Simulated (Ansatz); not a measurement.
Input file for CH3FMoOS (`[CH3][Mo](=[O])([F])=[S]`):

```yaml
crystal:
  periodic: [false, false, false]
  atoms:
    - {symbol: C, position_ang: [-0.392288, 0.900800, 0.473992]}
    - {symbol: Mo, position_ang: [0.303322, -0.864651, -0.390491]}
    - {symbol: O, position_ang: [-0.950293, -1.362086, -1.364430]}
    - {symbol: F, position_ang: [0.781765, -2.066636, 0.920976]}
    - {symbol: S, position_ang: [1.906562, -0.247848, -1.599791]}
    - {symbol: H, position_ang: [-0.705727, 1.624017, -0.279580]}
    - {symbol: H, position_ang: [-1.252596, 0.626758, 1.094834]}
    - {symbol: H, position_ang: [0.401356, 1.332445, 1.088691]}
basis:
  gaussian: {orbitals: def2-TZVPP}
correlation: {method: ccsd_t}
output: {orbitals: {seedname: orbitals}}
```

```sh
$ ansatz run in.yaml --threads 4 --pin off --events-out ev --progress --plain --max-ram 10444MiB
```

Log, shortened:

```
Functional definition: HF
1461 factors; integrals over basis functions are off by at most 8.2e-4 eV
mean field evaluation 1: about -18470.0249 eV, gradient 7.3e1 eV
mean field evaluation 2: about -18470.3536 eV, gradient 7.3e1 eV
mean field evaluation 4: about -18480.1084 eV, gradient 1.1e1 eV
mean field evaluation 8: about -18480.3954 eV, gradient 1.4e0 eV
mean field evaluation 16: about -18480.4074 eV, gradient 3.3e-5 eV
mean field -18480.40739638 eV, -679.1424453469 hartree, gradient 1.8e-6 eV, S^2 0.000000; 3 other end points of the search recorded, 0 dependent functions left out; unrestricted orbitals would lower it
8 core orbitals not correlated: weight in the atoms' cores, before any rotation towards them, 1.000 or more for the frozen orbitals, at most 0.000 for the correlated occupied ones
reference -18480.40739638 eV, -679.1424453469 hartree; 20, 20 occupied and 205, 205 virtual orbitals, 1461 factors
second order -39.82885063 eV of doubles, -0.00000000 eV of singles
cycle   1  -35.30292135 eV  change     4.5e0 eV  update   3.6e-1
cycle   2  -37.58673289 eV  change    -2.3e0 eV  update   2.8e-1
cycle   3  -38.03086419 eV  change   -4.4e-1 eV  update   5.1e-2
cycle   4  -38.06303520 eV  change   -3.2e-2 eV  update   2.7e-2
cycle   5  -38.03612588 eV  change    2.7e-2 eV  update   8.6e-3
cycle   6  -38.03581411 eV  change    3.1e-4 eV  update   4.4e-3
cycle   7  -38.03657389 eV  change   -7.6e-4 eV  update   2.1e-3
cycle   8  -38.03535498 eV  change    1.2e-3 eV  update   1.3e-3
cycle   9  -38.03533611 eV  change    1.9e-5 eV  update   5.8e-4
cycle  10  -38.03635466 eV  change   -1.0e-3 eV  update   3.9e-4
cycle  11  -38.03628668 eV  change    6.8e-5 eV  update   2.1e-4
cycle  12  -38.03569772 eV  change    5.9e-4 eV  update   1.3e-4
cycle  13  -38.03605796 eV  change   -3.6e-4 eV  update   5.8e-5
cycle  14  -38.03589567 eV  change    1.6e-4 eV  update   3.7e-5
cycle  15  -38.03590577 eV  change   -1.0e-5 eV  update   2.1e-5
perturbative correction -2.37026344 eV, -0.0871055748 hartree
Total energy: -18520.81356559 eV, -680.6273446771 hartree
```

Run time 3.6 min (4 threads of an Arm Neoverse V2 on a shared host); peak host memory 4.8 GiB.

MP2 recovers 98.6 % of the CCSD(T) correlation energy and the triples give 5.9 %; T1 = 0.0251.
